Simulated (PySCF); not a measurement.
FH₃O₃Sn, SMILES [OH][Sn]([F])([OH])[OH].

Geometry: PBE0-D3(BJ)/def2-SVP. The structure was generated by enumeration; whether it is a known compound was not checked. The def2 effective core potentials stand for the cores of Sn; spin–orbit coupling is left out. The values are those of a single conformer.

Two levels are set side by side: PBE/def2-TZVP (PySCF) and CAM-B3LYP/def2-TZVP (PySCF). Same geometry, gas phase. Differences are taken from unrounded values.

```json
[
 {"quantity": "orbital gap (eV)", "CAM-B3LYP": "9.82", "PBE": "4.53", "PBE minus CAM-B3LYP": "-5.29"},
 {"quantity": "highest occupied level (eV)", "CAM-B3LYP": "-11.13", "PBE": "-7.77", "PBE minus CAM-B3LYP": "3.36"},
 {"quantity": "lowest empty level (eV)", "CAM-B3LYP": "-1.31", "PBE": "-3.24", "PBE minus CAM-B3LYP": "-1.93"},
 {"quantity": "dipole moment (D)", "CAM-B3LYP": "0.17", "PBE": "0.08", "PBE minus CAM-B3LYP": "-0.09"},
 {"quantity": "mean polarisability (bohr³)", "CAM-B3LYP": "43.7", "PBE": "47.3", "PBE minus CAM-B3LYP": "3.6"}
]
```

Without exact exchange PBE keeps part of each electron's self-repulsion, which lifts occupied levels and narrows the gap. PBE's more diffuse valence density responds more strongly to a field. Differences between two approximate levels are no errors against the true value.

Rough cost on one machine, each run with all the roots and properties that it gave: CAM-B3LYP against PBE within a factor of 2.
